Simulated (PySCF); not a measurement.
This PySCF input asks for the NMR shieldings of `O(C1(OBC)C=C1)C`, C₅H₉BO₂; the geometry comes from GFN2-xTB.

```python
import basis_set_exchange as bse
import numpy as np
from pyscf import gto, dft
from pyscf.prop import nmr

atoms = """
C     2.871663    0.121984   -0.275154
B     1.428110   -0.523562   -0.370652
O     0.469950   -0.000883    0.391850
C    -0.865582   -0.396326    0.473714
O    -1.617703    0.559041    1.139087
C    -1.792672    1.762308    0.410458
C    -1.488374   -1.266865   -0.570183
C    -1.261930   -1.819567    0.594939
H     3.603527   -0.618413    0.040964
H     3.202052    0.482570   -1.247062
H     2.912686    0.951599    0.424121
H     1.208318   -1.432999   -1.098403
H    -2.337191    1.579357   -0.522668
H    -2.374544    2.419756    1.052316
H    -0.828220    2.224277    0.182861
H    -1.844270   -1.359571   -1.567567
H    -1.292816   -2.670672    1.230391
"""
names = dict.fromkeys(["C", "B", "O", "H"], "pcSseg-1")
basis = {el: gto.basis.parse(bse.get_basis(n, elements=[el], fmt="nwchem")) for el, n in names.items()}
mol = gto.M(atom=atoms, basis=basis, charge=0, verbose=0)
mf = dft.RKS(mol, xc="PBE0")
mf.grids.level = 2
mf.grids.alignment = dft.numint.BLKSIZE   # the property module wants whole blocks of grid points
mf.conv_tol = 1e-9
mf.kernel()

calc = nmr.RKS(mf)   # GIAO
C = mf.mo_coeff
Co = C[:, mf.mo_occ > 0]
resp = mf.gen_response(singlet=True, hermi=2)
def vind(x):   # induced exchange potential for any number of trial vectors
    d = np.einsum("pi,xij,qj->xpq", C, 2 * x.reshape(-1, C.shape[1], Co.shape[1]), Co, optimize=True)
    return np.einsum("xpq,pi,qj->xij", resp(d - d.transpose(0, 2, 1)), C, Co, optimize=True).ravel()
mo1, _ = nmr.rhf.solve_mo1(calc, with_cphf=vind)
sigma = calc.kernel(mo1)
for i, s in enumerate(sigma):   # ppm
    w = np.linalg.eigvalsh((s + s.T) / 2)
    print("%2d %-2s iso %8.1f  s11 %8.1f  s22 %8.1f  s33 %8.1f" % (i, mol.atom_pure_symbol(i), w.mean(), *w))
```

Q: What does it print?

A: 
```
 0 C  iso    178.9  s11    158.8  s22    182.7  s33    195.3
 1 B  iso     55.4  s11      6.6  s22     52.1  s33    107.5
 2 O  iso     78.6  s11    -50.7  s22     58.7  s33    227.8
 3 C  iso    101.7  s11     49.4  s22     72.1  s33    183.4
 4 O  iso    251.8  s11    144.5  s22    274.0  s33    337.0
 5 C  iso    131.9  s11    102.2  s22    110.7  s33    182.8
 6 C  iso     52.2  s11    -71.9  s22     43.7  s33    184.8
 7 C  iso     53.3  s11    -68.2  s22     51.1  s33    177.0
 8 H  iso     31.3  s11     28.2  s22     28.4  s33     37.4
 9 H  iso     31.3  s11     28.4  s22     28.5  s33     37.1
10 H  iso     31.2  s11     27.1  s22     30.4  s33     36.0
11 H  iso     26.6  s11     24.5  s22     25.4  s33     29.9
12 H  iso     28.5  s11     24.7  s22     26.6  s33     34.1
13 H  iso     28.0  s11     24.0  s22     25.9  s33     34.1
14 H  iso     27.7  s11     23.4  s22     26.9  s33     32.8
15 H  iso     23.7  s11     21.6  s22     24.0  s33     25.4
16 H  iso     24.1  s11     22.3  s22     24.8  s33     25.2
```

These numbers come from an equivalent density-fitted implementation of the same equations, which agrees with the script to about 0.01 ppm for H and up to a few tenths of a ppm for heavy atoms, so last digits may differ.

Size and cost of the density-fitted run: 181 basis functions, 45 s wall time on 1 thread of an Arm Neoverse N1, shared host.
